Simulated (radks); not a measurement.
The numbers below are computed, except where a source is named.
Valence configurations of Zn (all share [Ar]). Code: a radial shooting solver on a logarithmic mesh with Libxc functionals. Model: scalar-relativistic Kohn-Sham, BLYP, spin-polarised, spherical densities, finite nucleus; open shells are filled with parallel spins first; Fermi nuclear charge, rms radius 3.9283 fm. Energies are relative to 3d10 4s2; eigenvalues in eV for spin up.

valence,E (eV),moment (Bohr magnetons),e(3d),e(4p),e(4s)
3d10 4s2,0.000,0,-10.053,-,-5.962
3d10 4p2,10.159,2,-13.845,-3.063,-
3d9 4s1 4p2,16.780,4,-20.028,-3.641,-10.160
3d10 4s1 4p1,4.579,2,-12.081,-2.319,-7.756
3d9.5 4s2 4p0.5,5.164,1,-14.258,-1.962,-7.485
3d8 4s2 4p2,29.460,4,-27.570,-4.138,-11.351
3d10 4s1.5 4p0.5,2.364,1,-11.187,-1.788,-6.965
3d9 4s2 4p1,11.754,2,-18.548,-2.722,-8.852
3d10 4s0.5 4p1.5,7.335,2,-12.991,-2.708,-8.292
3d8.5 4s1.5 4p2,22.530,4,-23.686,-3.885,-10.752

NIST lists [Ar] 3d10 4s2 as the ground configuration; this level of theory agrees among the configurations tried. The energies are those of spherical high-spin densities, not of single terms.
